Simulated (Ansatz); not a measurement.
Job for Ansatz (an electronic-structure program): U-r2SCAN/def2-TZVPP on BrHSi (SMILES [SiH]Br), a point of a bond scan (R = 3.400 Å).

Ansatz 0.2 input:
```yaml
crystal:
  periodic: [false, false, false]
  atoms:
    - {symbol: Si, position_ang: [-0.89669569, -0.76104712, 1.06218335]}
    - {symbol: H, position_ang: [-1.89251546, -1.22928872, 0.00776741]}
    - {symbol: Br, position_ang: [1.06747306, 0.88983563, -1.16873456]}
basis:
  gaussian:
    orbitals: def2-TZVPP
hamiltonian:
  xc: {name: r2SCAN}
magnetization: {spin_polarized: true, initial_magnetization: 0}
```

The head of its log:

```
WARN ansatz: RAYON_NUM_THREADS=1 ignored (pool sized by the plan → 1); use --threads N
Functional definition: r2SCAN
integrals: 0.03 GiB planned
723 factors; their error is unknown
mean field: 0.32 GiB planned
mean field evaluation 1: about -77933.8585 eV, gradient 1.5e1 eV
mean field evaluation 2: about -77840.6833 eV, gradient 8.0e1 eV
```

**Question.** Give the final energy of this run.

**Answer.** -2864.1094 hartree.
